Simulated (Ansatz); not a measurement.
System: BF, charge 1, multiplicity 2. 
Structure (B3LYP-D3(BJ)/def2-TZVP (Ansatz, a program for electronic structure) minimum search):
```
B
F 1 1.2149
```
Charge +1, spin multiplicity 2.

Basis-set convergence of Hartree-Fock and CCSD(T) correlation energies (hartree) with Ansatz. Correlated levels leave the core frozen unless marked. Open shells are spin-unrestricted. No spin-orbit coupling. Non-relativistic.

```
basis       functions       E(HF)  E(corr, CCSD(T))
----------  ---------  ----------  ----------------
def2-SVP           28  -123.64422          -0.23148
def2-TZVPP         62  -123.80177          -0.29885
def2-QZVPP        114  -123.80822          -0.32448
```

Extrapolating the two largest sets (X = 3 and 4) as X^-3: E(corr) = (64·(-0.32448) - 27·(-0.29885))/37 = -0.3432 Eh, an estimate of the basis-set limit. The largest set recovers 94.6 % of it, the smallest 67.5 %.
